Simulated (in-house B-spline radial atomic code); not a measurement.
Configurations of Zn³⁺, with energies counted from [Ar] 3d9. Computed with a radial B-spline atomic code at the basis-set limit: scalar-relativistic (X2C) B97-1, spin-polarised, spherical fractional occupations, exact exchange averaged over the configuration, Fermi nucleus of rms radius 3.9283 fm. Shells without spins written out take the highest spin.

Occupations are held fixed; configurations that lie above the ionisation limit could autoionise.

```csv
configuration,E - E(ref) (eV),highest orbital,its <r> (bohr)
[Ar] 3d8 4s1,16.706,4s up,1.941
[Ne] 3s2 3p5 3d10,76.152,3d down,0.8181
[Ne] 3s2 3p5 3d9 4s1,93.145,4s up,1.935
[Ne] 3s2 3p5 3d9 4f1,123.16,4f up,4.362
```

(1) Order these further configurations by energy, lowest first.
A. [Ar] 3d8 4p1
B. [Ne] 3s2 3p5 3d9 4d1
C. [Ar] 3d8 4d1
D. [Ar] 3d8 4f1
E. [Ne] 3s2 3p5 3d9 4p1

Results:

(1) A (26.199 eV), C (38.654 eV), D (46.556 eV), E (102.68 eV), B (115.21 eV).
